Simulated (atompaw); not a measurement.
## Which change was made? (Hf, PAW (atompaw))

atompaw 4.2.0.5 input, output lines left out:

```
Hf 72
LDA-PW scalarrelativistic loggrid 2001 logderivrange -2 5 176
6 6 5 4 0 0
6 1 0
5 2 2
0 0 0
c
c
c
c
c
v
c
c
c
c
v
c
c
v
c
2
3.00 2.55 2.85 2.80
y
0.85
n
y
1.4
n
y
2.45
n
custom polynom vanderbiltortho sinc
bessel
3.00
3.00
3.00
3.00
3.00
3.00
```

Cutoffs, loose and tight: the cutoffs (Ry, on a coarse ladder) from which the occupation-weighted sum of valence levels, in a spherical-Bessel basis at the reference potential, stays within 10 and 1 mRy of its value at 400 Ry. They see the waves, projectors and local potential, not the compensation charge or the core.

The base gives: outcome: generated; cutoff, loose: 10 Ry; cutoff, tight: 15 Ry; bound ghosts: p.

Question: After one change the result is: outcome: generated; cutoff, loose: 8 Ry; cutoff, tight: 15 Ry; bound ghosts: s, p. Which change was it?
A. local potential bessel scheme, radius 1.52 bohr
B. local potential bessel scheme, radius 2.64 bohr
C. local potential bessel scheme, radius 1.36 bohr
D. local potential bessel scheme, radius 2.26 bohr

Answer: C. The others give: local potential bessel scheme, radius 2.26 bohr → outcome: generated; cutoff, loose: 8 Ry; cutoff, tight: 15 Ry; bound ghosts: p, s | local potential bessel scheme, radius 1.52 bohr → outcome: generated; cutoff, loose: 10 Ry; cutoff, tight: 15 Ry; bound ghosts: s, p | local potential bessel scheme, radius 2.64 bohr → outcome: generated; cutoff, loose: 10 Ry; cutoff, tight: 15 Ry; bound ghosts: none.
